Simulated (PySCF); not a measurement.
# Fractional electron number in Ni²⁺ (nickel, charge +2)

The 3d beta orbital of [Ar] 3d8 is emptied in steps (occupation f), with all orbitals relaxed, ending at [Ar] 3d7. Calculation: PySCF 2.14, in def2-TZVP; the non-relativistic Hamiltonian (point nucleus). The exact energy is a straight line in f; departures are measured from the line between the end points of the same method.

| f | r2SCAN0 (eV) |
| --- | --- |
| 1 | 0.000 |
| 0.75 | -0.977 |
| 0.5 | -1.306 |
| 0.25 | -0.979 |
| 0 | 0.000 |

Q: For r2SCAN0, how does the orbital energy at f = 1 compare with the removal energy?

A: −ε = 30.569 eV against a total-energy difference of 35.757 eV. By Janak's theorem ε = ∂E/∂f, so the gap between them reflects the curvature. Along the path −ε is 33.137 (f = 0.75), 35.751 (f = 0.5), 38.374 (f = 0.25) eV.

Reference removal energy between the ground levels: 35.187 ± 0.019 eV (measured; NIST Atomic Spectra Database, ionization energies). The calculation has no spin-orbit coupling. The determinant left behind need not be the lowest term of the ion.
